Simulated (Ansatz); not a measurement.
Two structures of Si2H6ClO2F3, singlet, reached by relaxing down either side of one saddle point (PBE0-D4/def2-TZVP). Energies are electronic, without zero-point energy. Computed with Ansatz 0.2.0 (basis: def2-TZVPP and def2-QZVPP); correlated methods freeze the cores. Extrapolation: Hartree–Fock as exp(−7.88 √X), correlation as X^−2.97. First:

```xyz
14
angstrom
Si -0.8388 1.1282 0.9679
O -0.4950 0.5700 -0.5061
Si -0.8775 -0.8215 -1.3649
F 0.4490 1.7728 1.5919
F -1.3765 -0.0018 1.9172
Cl -2.2575 2.5558 0.8504
H 2.0463 -0.6758 0.5454
O 1.2816 -1.1389 0.9057
H 1.2616 0.8970 -0.8436
F 2.1930 0.8423 -0.9110
H -1.4412 -1.8353 -0.4498
H 0.3600 -1.2812 -2.0260
H -1.8860 -0.4286 -2.3778
H 1.5811 -1.5830 1.7010
```

Second:

Si1  (-0.222, 0.642, 1.266)
O2  (-0.004, -0.136, -0.590)
Si3  (-1.129, -0.178, -1.852)
F4  (-0.112, 2.041, 0.526)
F5  (-0.296, 1.200, 2.782)
Cl6  (-2.081, -0.231, 1.246)
H7  (2.114, -0.832, 0.460)
O8  (1.172, -0.242, 1.534)
H9  (0.894, -0.486, -0.785)
F10  (2.408, -1.082, -0.423)
H11  (-1.937, -1.412, -1.771)
H12  (-0.314, -0.178, -3.090)
H13  (-1.962, 1.034, -1.747)
H14  (1.468, -0.139, 2.443)
(Å)

(1) Which bonds change from the first to the second?

(2) Give the saddle point's structure and its height above each. (An estimate is asked for; the value comes from the calculation.)

The T1 diagnostic stays at or below 0.012.

Answers

(1) Si₂H₃ClOF₂ ([F][Si]([F])([Cl])[O][SiH3]) + H₂O + HF → SiHClOF₂ ([OH][Si]([F])([F])[Cl]) + SiH₄O ([OH][SiH3]) + HF (still joined by a long Si–O bond); bonds formed: Si1–O8, O2–H9, H7–F10; bonds broken: H7–O8, H9–F10; bonds weakened to dative contacts: Si1–O2.

(2) By the calculation: 63.0 kJ/mol above the first and 43.9 kJ/mol above the second (CCSD(T) at an estimated basis limit (MP2 extrapolated from triple and quadruple zeta, plus CCSD(T) − MP2 in triple zeta)).
| atom | x (Å) | y (Å) | z (Å) |
| --- | --- | --- | --- |
| Si1 | -0.2526 | 0.5814 | 1.1177 |
| O2 | -0.0178 | -0.1345 | -0.5122 |
| Si3 | -1.1060 | -0.1862 | -1.7956 |
| F4 | -0.0526 | 2.0558 | 0.5549 |
| F5 | -0.2315 | 0.9986 | 2.6934 |
| Cl6 | -2.1830 | -0.1493 | 1.2023 |
| H7 | 1.8584 | -0.6574 | 0.6716 |
| O8 | 1.2270 | -0.3182 | 1.4886 |
| H9 | 1.1009 | -0.5462 | -0.7158 |
| F10 | 2.1555 | -0.9136 | -0.5454 |
| H11 | -1.9489 | -1.3975 | -1.7065 |
| H12 | -0.2448 | -0.2561 | -3.0001 |
| H13 | -1.9217 | 1.0455 | -1.7980 |
| H14 | 1.6170 | -0.1222 | 2.3454 |

Labels in which every atom is bracketed show which atoms are joined, not bond orders.

For scale, one of the runs: CCSD(T)/def2-TZVPP, 365 basis functions, launched by `ansatz run in.yaml --threads 4 --pin off --events-out ev --progress --plain --max-ram 66560MiB --backend cuda --devices 0, --max-vram 37GiB`. Time: 25 s of wall clock on 4 CPU threads of an AMD EPYC 7R13 and a share of one NVIDIA H100; the host was shared. Peak host memory: 0.87 GiB.
